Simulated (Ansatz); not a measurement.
System: sum formula HS₂O, net charge 0, doublet state. It need not be the lowest isomer of its formula. 
Coordinates optimised at B3LYP-D3(BJ)/def2-TZVP (Ansatz, a quantum-chemistry and plane-wave program):
SMILES: OS[S]
```xyz
4

S      1.2760     0.2484     0.2598
S     -0.3936    -0.6010    -0.1748
O     -1.6115     0.5309    -0.1755
H     -1.2265     1.3947     0.0453
```
Charge 0, spin multiplicity 2.

Basis-set convergence of Hartree-Fock and CCSD correlation energies (hartree) with Ansatz. Valence correlation only, unless marked. UHF or UKS for open shells. No spin-orbit coupling. Non-relativistic.

```json
[
 {"basis": "cc-pV(D+d)Z", "functions": "65", "E(HF)": "-870.48124", "E(corr, CCSD)": "-0.47096"},
 {"basis": "cc-pV(T+d)Z", "functions": "122", "E(HF)": "[?]", "E(corr, CCSD)": "[?]"}
]
```

What belongs in the gaps?


- cc-pV(T+d)Z, E(HF): -870.54798
- cc-pV(T+d)Z, E(corr, CCSD): -0.60270
